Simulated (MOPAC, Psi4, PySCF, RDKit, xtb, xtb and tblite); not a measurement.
Two geometries of SMILES OB(O)[SiH2][SiH2][GeH3] (H9BGeO2Si2), relaxed at GFN2-xTB with one dihedral held; other torsions can differ between them too.

Structure A

```
15

O     -2.8786     1.0000     0.2641
B     -1.6268     0.5192     0.5537
O     -0.6855     1.4368     0.8729
Si    -0.8323    -1.2100    -0.0001
Si     1.4652    -0.9019    -0.1345
Ge     2.1262     1.1201     0.8417
H     -3.6546     0.7248     0.7384
H     -0.9789     2.3453     0.9839
H     -1.3880    -1.6557    -1.2913
H     -1.1385    -2.3566     0.8789
H      1.9721    -0.8981    -1.5159
H      2.2290    -1.9748     0.5195
H      3.6326     1.2574     0.9610
H      1.7005     1.3843     2.2586
H      1.7828     2.3930     0.1191
```

Structure B

```
15

O      2.8762     1.1004     0.5687
B      1.6597     0.5188     0.3221
O      1.5837    -0.7938     0.0067
Si    -0.1067     1.4018     0.4555
Si    -1.7197    -0.1545    -0.1543
Ge    -0.7932    -2.2778    -0.5037
H      3.3580     0.9943     1.3798
H      2.3959    -1.3051    -0.0457
H     -0.3585     1.8549     1.8402
H     -0.2590     2.6471    -0.3133
H     -2.7889    -0.3201     0.8418
H     -2.4407     0.2004    -1.3857
H     -1.8254    -3.3476    -0.8036
H      0.1481    -2.4587    -1.6618
H     -0.0595    -2.9128     0.6473
```

**Question.** Which is lower in energy at the level Psi4 with B3LYP-D3(BJ)/def2-SVP // GFN2-xTB, and by how much?

**Answer.** A is lower, by 3.98 kJ/mol (dihedral H7–O1–B2–Si4: 80° in A, 100° in B).

E(B) − E(A) in kJ/mol at the other levels, on the same two geometries: GFN2-xTB (xtb and tblite) 4.94; B3LYP/def2-SVP // GFN2-xTB (Psi4) 3.78; PBE/def2-SVP // GFN2-xTB (Psi4) 5.09; PBE-D3(BJ)/def2-SVP // GFN2-xTB (Psi4) 5.19; UFF // GFN2-xTB (RDKit) -6.78; PM3, restricted, heats of formation // GFN2-xTB (MOPAC) 4.05; AM1, restricted, heats of formation // GFN2-xTB (MOPAC) 7.91; GFN1-xTB // GFN2-xTB (xtb) 2.83; restricted B3LYP/6-31G*, spherical d, density fitting // GFN2-xTB (PySCF) 5.24; restricted Hartree-Fock/STO-3G // GFN2-xTB (PySCF) 8.75; restricted Hartree-Fock/6-31G*, spherical d, density fitting // GFN2-xTB (PySCF) 2.48; restricted M06-2X/6-31G*, spherical d, density fitting // GFN2-xTB (PySCF) 5.18.
